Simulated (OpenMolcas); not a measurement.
An atom or ion with 48 electrons was computed by SS-CASPT2, IPEA 0.25 Eh, imaginary shift 0.1 Eh with spin-orbit coupling (OpenMolcas, ANO-RCC-VQZP, DKH2). The lowest levels that the run gave, each within 12 % of the measured value where one is at hand:

```
J  Parity  E (eV)      g
0    even  0.0000       
0     odd   7.987       
1     odd   8.226  1.496
2     odd   8.818  1.501
1     odd  11.641  1.006
```

Question: Which ion is it, and what are the configurations and terms?

Answer: Sb³⁺ (Z = 51, charge +3; active space 2 electrons in 4 orbitals (5s 5p)). J, parity and g give the terms where levels are pure, and mixed ones are named by the computed weights; the size of the splittings, set against known spectra of the 48-electron sequence, gives the charge. In order, with the measured energies in eV (Moore, Atomic Energy Levels, vol. III, NSRDS-NBS 35 (1971 reprint of NBS Circular 467, 1958)): 5s2 1S0, 5s 5p 3P* 0, 5s 5p 3P* 1 (8.2697), 5s 5p 3P* 2 (8.9963), 5s 5p 1P* 1 (11.8965).

Over all roots computed the reference weight is 0.89 to 0.95; the roots of lowest weight are the least certain, and an intruder state may touch them. Computed and measured levels are paired by configuration, term and J; levels that our copy of the source lacks, or whose pairing is in doubt (as where it misses far off the trend of its configuration), stay unpaired and out of the deviations. Only configurations of the active space appear.

* marks odd parity.
